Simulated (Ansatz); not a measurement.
`BC[SiH](F)Cl`, charge 0, multiplicity 1.

Give a relaxed structure at PBE0-D4/def2-TZVP (Ansatz 0.2.0). (Estimate.)

Ansatz gave: 
```xyz
10

B    -0.183    1.507    0.420
C    -0.447    0.352   -0.568
Si    0.277   -1.236    0.061
F     0.113   -2.352   -1.063
Cl    2.275   -1.030    0.433
H     0.728    2.262    0.252
H    -0.867    1.635    1.395
H    -0.011    0.498   -1.561
H    -1.513    0.102   -0.655
H    -0.372   -1.738    1.287
```
This is one stationary point; other conformers may exist.
